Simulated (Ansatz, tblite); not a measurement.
Removing and adding an electron: Ge₁₉H₂₈, a nanocrystal cut from cubic germanium. Charge 0, multiplicity 1. Geometry: PBE-D4/def2-SVP. Ansatz, gas phase; energy differences of separate SCF runs; the oxidised species was run as a doublet alone; the reduced species was run as a doublet alone.

```xyz
47

Ge   -3.461    1.680   -1.012
Ge    1.747    3.552   -0.386
Ge   -3.139   -0.375    2.411
Ge    2.075    1.485    3.055
Ge   -5.229   -1.879   -0.638
Ge   -2.069   -1.500   -3.051
Ge   -1.754   -3.557    0.371
Ge    0.002   -0.001   -0.002
Ge    3.142    0.393   -2.415
Ge    3.460   -1.678    1.026
Ge    5.228    1.881    0.641
Ge   -4.613    0.178    0.538
Ge    0.612    2.055    1.180
Ge   -1.468    0.560   -1.878
Ge    3.758    2.446   -1.234
Ge   -1.146   -1.504    1.553
Ge    4.081    0.379    2.197
Ge   -3.228   -2.996   -1.500
Ge    2.007   -1.114   -0.859
H    -3.045    2.987   -0.275
H    -4.416    2.069   -2.181
H     2.132    4.887    0.319
H     0.789    3.890   -1.567
H    -2.719    0.925    3.159
H    -3.889   -1.293    3.423
H     2.474    2.770    3.842
H     1.321    0.536    4.033
H    -6.193   -1.542   -1.816
H    -5.983   -2.834    0.335
H    -2.987   -1.183   -4.269
H    -0.778   -2.188   -3.587
H    -2.477   -4.544    1.336
H    -0.465   -4.255   -0.157
H     2.190    0.727   -3.602
H     4.418   -0.286   -2.996
H     2.704   -2.634    1.996
H     4.740   -2.411    0.526
H     5.657    3.181    1.385
H     6.519    1.193    0.103
H    -5.903    0.872    1.076
H    -0.695    2.726    1.707
H    -0.695    1.515   -2.841
H     4.510    3.404   -2.208
H    -0.173   -1.834    2.728
H     5.037    0.037    3.383
H    -3.646   -4.301   -2.246
H     1.568   -2.415   -1.602
```

The xTB rows come from tblite. Single mean-field runs in def2-TZVP are fitted with def2-universal-jkfit. HOMO above LUMO, or a gap near zero within one spin, warns that the state may not be the lowest or that an electron is smeared out.

| level | −HOMO (eV) | vertical IE (eV) | −LUMO (eV) | vertical EA (eV) | HOMO–LUMO gap (eV) | IE − EA (eV) | remarks |
| --- | --- | --- | --- | --- | --- | --- | --- |
| LDA (SPW92)/def2-TZVP | 6.23 | – | 2.05 | 0.68 | 4.18 | – | HOMO above zero (-1 doublet), gap within one spin near zero (-1 doublet) |
| PBE-D4/def2-TZVP | 6.15 | 7.69 | 1.85 | 0.59 | 4.30 | 7.11 | HOMO above zero (-1 doublet), gap within one spin near zero (+1 doublet) |
| PBE0-D4/def2-TZVP | 7.05 | 8.07 | 1.15 | 0.33 | 5.90 | 7.74 | HOMO above zero (-1 doublet) |

Problem. Estimate the rows for GFN1-xTB, GFN2-xTB.

Solution. 
| level | −HOMO (eV) | vertical IE (eV) | −LUMO (eV) | vertical EA (eV) | HOMO–LUMO gap (eV) | IE − EA (eV) |
| --- | --- | --- | --- | --- | --- | --- |
| GFN1-xTB | 11.83 | 13.00 | 8.63 | 7.29 | 3.20 | 5.71 |
| GFN2-xTB | 10.08 | 11.44 | 6.10 | 4.68 | 3.98 | 6.76 |

Run but left out: LDA (SPW92)/def2-TZVP (charge +1 doublet: an occupied level 0.00 eV above an empty one).   A HOMO above zero means that the electron is unbound at that level or that self-interaction error raises the level; the energy of removing that electron tells which. Raw xTB energy differences between charge states are shifted by several eV; the methods need an empirical correction for them. Sets without diffuse functions give affinities that are too small.
